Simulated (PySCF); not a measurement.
**Relaxation of singlet HIS**

Level of theory: PySCF, PBE0, basis I def2-TZVP with ECP28, S def2-TZVP, H def2-TZVP (scalar-relativistic core potentials, no spin–orbit coupling, density fitting). A (50,194) grid was used.

A hand-made linear start, of C∞v symmetry, held to at least that symmetry:

```xyz
3
charge 0 multiplicity 1, angstrom
I     0.0000    0.0000    0.4355
S     0.0000    0.0000   -1.7945
H     0.0000    0.0000    2.0855
```

Task: What forces act on the atoms at the start (eV/Å)?

Result: 
```
atom    Fx    Fy     Fz
  I1  0.00  0.00   4.33
  S2  0.00  0.00  -3.54
  H3  0.00  0.00  -0.79
```

Task: What does it relax to?

Result: It ends at C∞v with I–H 1.610 Å, I–S 2.597 Å; H–I–S 180.0°. No frequency check is given, so it may be a saddle point. Other isomers or separated fragments may lie lower.

Task: How much energy is released, and in how many steps?

Result: 46.4 kJ/mol in 6 steps.
